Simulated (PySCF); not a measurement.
BrCs, triplet, at the geometry of the source list (a higher spin typed on purpose: for a closed-shell molecule this is an excited state) (core potentials on Cs). Base run: PBE/def2-SVPD (PySCF).

PySCF was given this input:
```python
from pyscf import gto, scf, dft, solvent

mol = gto.Mole()
mol.atom = '''
    Cs   -1.00420000   -0.73990000   -0.87090000
    Br    1.00420000    0.73990000    0.87090000
'''
mol.basis = 'def2-svpd'
mol.ecp = {'Cs': 'def2-svpd'}
mol.spin = 2
mol.verbose = 4
mol.build()

mf = dft.UKS(mol)
mf.xc = 'pbe'
mf.kernel()
```

Each row names what was changed in the base input (with any setting that the change needs).

```tsv
change	ΔE vs base (kcal/mol)	dipole (D)
base	0.000	1.36
model = IEF-PCM; solvent = tetrahydrofuran; lebedev_order = 11	-0.72	2.08
model = ddCOSMO; solvent = tetrahydrofuran	-2.72	0.39
model = IEF-PCM; solvent = chloroform	-0.622	1.93
model = IEF-PCM; solvent = tetrahydrofuran; r_probe = 0.5	-0.323	1.88
model = IEF-PCM; solvent = tetrahydrofuran; vdw_scale = 1.1	-0.188	2.15
model = IEF-PCM; solvent = tetrahydrofuran	-0.72	2.05
model = IEF-PCM; solvent = tetrahydrofuran; vdw_scale = 1.0	-1.34	2.51
model = COSMO; solvent = tetrahydrofuran	-0.71	2.01
model = IEF-PCM; solvent = dichloromethane	-0.75	2.09
model = SS(V)PE; solvent = tetrahydrofuran	-0.72	2.04
model = IEF-PCM; solvent = tetrahydrofuran; lebedev_order = 41	-0.72	2.05
```

The base is the gas phase, so ΔE is the electrostatic part of solvation at a fixed geometry, without cavity and dispersion terms.

Open shells are given as the SCF converged; they aren't shown to be the lowest states, and a large step between rows can be another state.
